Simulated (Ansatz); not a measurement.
Complex (SMILES): F (HF) with S (H2S), atoms 1 to 2 the first; geometry from B3LYP-D3(BJ)/def2-TZVP, monomers rigid:
```xyz
5

F      1.0514    -0.0999    -0.0372
H      0.2433     0.3752     0.0204
S     -1.5978     1.6545     0.0327
H     -1.5779     1.8425    -1.2976
H     -0.9121     2.7859     0.2673
```

How fast the counterpoise-corrected interaction energy converges with the basis for several methods (Ansatz, a program for electronic structure): deviation from each method's own reference, in kcal/mol. References: CCSD(T) -5.33 kcal/mol, Hartree-Fock in aug-cc-pV(Q+d)Z plus the correlation part extrapolated as X^-3 from aug-cc-pV(T+d)Z and aug-cc-pV(Q+d)Z; HF -3.21 kcal/mol, the value in aug-pcseg-3; MP2 -5.44 kcal/mol, Hartree-Fock in aug-cc-pV(Q+d)Z plus the correlation part extrapolated as X^-3 from aug-cc-pV(T+d)Z and aug-cc-pV(Q+d)Z; PBE -6.34 kcal/mol, the value in aug-pcseg-3; PBE0 -5.99 kcal/mol, the value in aug-pcseg-3. Cartesian d functions, on some or all atoms, in 6-31G*, 6-31+G*, 6-31G**; all else is spherical. In correlated methods cores are frozen. No added dispersion term, no relativity. 

```csv
basis,functions,CCSD(T),HF,MP2,PBE,PBE0
pcseg-0,28,3.11,0.49,2.96,1.08,(withheld)
3-21G,28,4.89,2.21,4.70,2.68,(withheld)
def2-SV(P),38,1.79,-0.35,1.41,0.05,(withheld)
6-31G*,40,2.99,1.06,2.70,1.39,(withheld)
6-31+G*,48,1.78,0.31,1.54,0.10,(withheld)
6-31G**,49,2.81,0.87,2.58,1.23,(withheld)
cc-pV(D+d)Z,52,2.42,0.48,2.17,1.02,(withheld)
pcseg-2,106,0.89,0.09,0.73,0.15,(withheld)
def2-TZVPPD,142,0.57,0.00,0.49,-0.01,(withheld)
aug-cc-pV(T+d)Z,170,0.35,-0.01,0.32,0.00,(withheld)
pcseg-3,223,0.28,-0.01,0.23,0.01,(withheld)
aug-pcseg-3,321,0.23,0.00,0.21,0.00,(withheld)
```

### Question
Fill in the missing entries.

### Answer

- pcseg-0, PBE0: 0.86
- 3-21G, PBE0: 2.53
- def2-SV(P), PBE0: -0.11
- 6-31G*, PBE0: 1.31
- 6-31+G*, PBE0: 0.18
- 6-31G**, PBE0: 1.13
- cc-pV(D+d)Z, PBE0: 0.85
- pcseg-2, PBE0: 0.11
- def2-TZVPPD, PBE0: -0.01
- aug-cc-pV(T+d)Z, PBE0: -0.01
- pcseg-3, PBE0: 0.00
- aug-pcseg-3, PBE0: 0.00

Mean absolute deviation over pcseg-2, def2-TZVPPD, aug-cc-pV(T+d)Z: HF 0.04, PBE0 0.04, PBE 0.05, MP2 0.52, CCSD(T) 0.60 kcal/mol.
